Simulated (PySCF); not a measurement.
## Which determinant of BeN lies lowest?

Unrestricted PBE0; Be 6-31G(d,p), N 6-31G(d,p); no relativity (PySCF 2.14). Outer shells of the fragments: Be 2s2; N 2s2 2p3.

Followed along the bond (rough minima from three points):

```
2Ms+1   unpaired  ⟨S²⟩ at the start  R at minimum (Å)  Te (eV)
    4  σ ↑, π ↑↑               3.75              1.61     0.00
    2  σ ↓, π ↑↑               1.75              1.61     0.14
    2        π ↑               1.35              1.51     0.46
    2  σ ↑, π ↑↓               1.75              1.60     0.61
    4  σ ↑↑, π ↑               3.75              1.51     1.13
```

Solutions found at the starting distance of 1.615 Å, counted from the lowest of them; the search is not exhaustive and high or unbound solutions are not listed, so other states can lie among these:

```
2Ms+1   unpaired   term  E (eV)  ⟨S²⟩  ⟨Lz²⟩  μ (D)
    4  σ ↑, π ↑↑    ⁴Σ⁻    0.00  3.75   0.00  -1.28
    2  σ ↓, π ↑↑  mixed    0.15  1.75   0.00  -1.31
    2        π ↑  mixed    0.59  1.35   1.01  -2.76
    2  σ ↑, π ↑↓  mixed    0.61  1.75   2.01  -1.22
    4  σ ↑↑, π ↑     ⁴Π    1.25  3.75   1.01  -0.64
    2        σ ↑  mixed    2.17  0.75   2.00  -0.97
    4      π ↑↑↑     ⁴Π    3.51  3.77   1.00  -3.12
    2        π ↑     ²Π    6.48  0.75   1.00   4.78
```

A term symbol is given only where ⟨S²⟩ and ⟨Lz²⟩ are close to those of a pure state; real π, δ and φ orbitals otherwise mix terms. A positive dipole means Be(−)N(+).
